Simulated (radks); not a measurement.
Results of a calculation; reference values are marked as such.
Q: Radial electron density D(r) = 4 pi r^2 rho(r) of an atom or ion with 29 electrons. Level of theory: scalar-relativistic Kohn-Sham, PBE, spin-polarised, spherical densities, point nucleus (a radial shooting solver on a logarithmic mesh with Libxc functionals).

r (bohr),D(r) (e/bohr),spin D(r)
0.001773,4.836,0.0143
0.001999,5.897,0.0174
0.002272,7.262,0.0214
0.002562,8.797,0.0259
0.002888,10.62,0.0311
0.003256,12.75,0.0373
0.003672,15.25,0.0443
0.004173,18.34,0.0530
0.004705,21.66,0.0621
0.005305,25.41,0.0722
0.005981,29.57,0.0830
0.006798,34.42,0.0951
0.007665,39.28,0.107
0.008642,44.33,0.117
0.009744,49.40,0.127
0.01099,54.29,0.134
0.01249,59.02,0.138
0.01408,62.73,0.136
0.01587,65.45,0.128
0.0179,66.99,0.115
0.02034,67.19,0.0927
0.02293,66.10,0.0670
0.02586,64.05,0.0395
0.02916,61.52,0.0150
0.03287,59.22,-0.000317
0.03736,57.91,0.00176
0.04212,58.51,0.0276
0.0475,61.33,0.0796
0.05355,66.28,0.154
0.06086,73.10,0.246
0.06862,79.53,0.320
0.07737,84.28,0.358
0.08724,85.85,0.339
0.09836,83.46,0.256
0.1118,77.04,0.125
0.126,69.23,0.0153
0.1421,62.26,-0.0123
0.1602,58.48,0.0913
0.1821,59.09,0.338
0.2053,62.93,0.608
0.2315,67.12,0.775
0.261,68.33,0.726
0.2943,64.30,0.458
0.3345,54.11,0.112
0.3771,41.20,-0.000706
0.4252,28.14,0.286
0.4794,17.45,0.940
0.5449,9.791,1.73
0.6144,5.675,2.17
0.6927,3.405,2.13
0.781,2.043,1.66
0.8806,1.129,1.04
1.001,0.5036,0.488
1.128,0.1895,0.187
1.272,0.05528,0.0550
1.435,0.01209,0.0121
1.63,0.001674,0.00167
1.838,0.0001811,0.000181

What is the nuclear charge?

A: Z = 52. The innermost maximum, from 1s, lies near gamma/Z bohr with gamma = sqrt(1 - (Z/c)^2) = 0.925, here 0.0178 bohr (found: 0.0194), and its height grows with Z. The density is that of the tellurium ion Te23+ in [Ar] 3d10 4s(up 1, down 0); the configuration itself is not fixed sharply by these data, and Z only to a few units. D(r) has 3 maxima, at r = 0.0194, 0.0865, 0.255 bohr, and minima at 0.0383, 0.168 bohr, inside which lie 1.99, 11.25 electrons.
